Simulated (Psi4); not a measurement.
C$_{3}$H$_{7}$O, charge -1, singlet, geometry from GFN2-xTB (a gas-phase anion, which may not be bound at this level); FNO-CCSD(T)/STO-3G run with Psi4.

Here is a job for Psi4.
```
memory 2 GB

molecule mol {
-1 1
  O     0.036114   -0.775937    0.000887
  C     0.026061    0.600664   -0.000468
  C     1.381985   -1.384159    0.006902
  C    -1.406966    1.147588   -0.006777
  H     0.560203    1.006965    0.891887
  H     0.567395    1.005265   -0.889256
  H     1.929303   -0.905866   -0.880265
  H     1.922124   -0.904169    0.897544
  H    -1.931208    0.789925   -0.890913
  H    -1.938334    0.791610    0.873778
  H    -1.404874    2.239205   -0.007811
}

set basis sto-3g
set reference rhf

energy('fno-ccsd(t)')
print_variables()
```

It wrote (shortened):

```
   => Loading Basis Set <=

    Name: STO-3G
    Role: ORBITAL
    Keyword: BASIS

         ---------------------------------------------------------
                                   SCF
               by Justin Turney, Rob Parrish, Andy Simmonett
                          and Daniel G. A. Smith
                              RHF Reference
         ---------------------------------------------------------

  ==> Geometry <==

    Molecular point group: c1
    Full point group: C1

    Geometry (in Angstrom), charge = -1, multiplicity = 1:

       Center              X                  Y                   Z               Mass
    ------------   -----------------  -----------------  -----------------  -----------------
         O            0.031153806251    -0.708408864296     0.000802391894    15.994914619570
         C            0.021100806251     0.668192135704    -0.000552608106    12.000000000000
         C            1.377024806251    -1.316630864296     0.006817391894    12.000000000000
         C           -1.411926193749     1.215116135704    -0.006861608106    12.000000000000
         H            0.555242806251     1.074493135704     0.891802391894     1.007825032230
         H            0.562434806251     1.072793135704    -0.889340608106     1.007825032230
         H            1.924342806251    -0.838337864296    -0.880349608106     1.007825032230
         H            1.917163806251    -0.836640864296     0.897459391894     1.007825032230
         H           -1.936168193749     0.857453135704    -0.890997608106     1.007825032230
         H           -1.943294193749     0.859138135704     0.873693391894     1.007825032230
         H           -1.409834193749     2.306733135704    -0.007895608106     1.007825032230

  Running in c1 symmetry.

  Rotational constants: A =      0.99291  B =      0.14120  C =      0.13290 [cm^-1]
  Rotational constants: A =  29766.65042  B =   4233.18095  C =   3984.32245 [MHz]
  Nuclear repulsion =  124.380366489478462

  Charge       = -1
  Multiplicity = 1
  Electrons    = 34
  Nalpha       = 17
  Nbeta        = 17

  ==> Algorithm <==

  SCF Algorithm Type is PK.
  DIIS enabled.
  MOM disabled.
  Fractional occupation disabled.
  Guess Type is SAD.
  Energy threshold   = 1.00e-08
  Density threshold  = 1.00e-08
  Integral threshold = 1.00e-12

  ==> Primary Basis <==

  Basis Set: STO-3G
    Blend: STO-3G
    Number of shells: 19
    Number of basis functions: 27
    Number of Cartesian functions: 27
[...]
  @RHF Final Energy:  -189.85970298210864
    Total Energy =                       -189.8597029821086437
[...]
 Magnitude           :                                                    2.9374270

 ------------------------------------------------------------------------------------

 MINTS: Wrapper to libmints.
   by Justin Turney

   Calculation information:
      Number of threads:                 1
      Number of atoms:                  11
      Number of AO shells:              19
      Number of SO shells:              19
      Number of primitives:             57
      Number of atomic orbitals:        27
      Number of basis functions:        27

      Number of irreps:                  1
      Integral cutoff                 1.00e-12
      Number of functions per irrep: [  27 ]

 OEINTS: Overlap, kinetic, potential, dipole, and quadrupole integrals
         stored in file 35.

      Computed 69957 non-zero two-electron integrals.
        Stored in file 33.

Traceback (most recent call last):
  File "psi4", line 375, in <module>
  File "<string>", line 32, in <module>
  File "site-packages/psi4/driver/driver.py", line 533, in energy
  File "site-packages/psi4/driver/procrouting/proc.py", line 939, in select_fnoccsd_t_
  File "site-packages/psi4/driver/procrouting/proc.py", line 5712, in run_fnocc

RuntimeError:
Fatal Error: ndocc must be less than nvirt
The most recent 5 function calls were:

psi::PsiException::PsiException(std::__cxx11::basic_string<char, std::char_traits<char>, std::allocator<char> >, char const*, int)

Printing out the relevant lines from the Psithon --> Python processed input file:
      H    -1.404874    2.239205   -0.007811
    ""","mol")
    core.IO.set_default_namespace("mol")
    core.set_global_option("BASIS", "sto-3g")
    core.set_global_option("REFERENCE", "rhf")
--> energy('fno-ccsd(t)')
    print_variables()

!----------------------------------------------------------------------------------!
!                                                                                  !
! Fatal Error: ndocc must be less than nvirt                                       !
! The most recent 5 function calls were:                                           !
! psi::PsiException::PsiException(std::__cxx11::basic_string<char,                 !
!     std::char_traits<char>, std::allocator<char> >, char const*, int)            !
!                                                                                  !
!----------------------------------------------------------------------------------!
```

The program stopped with an error.
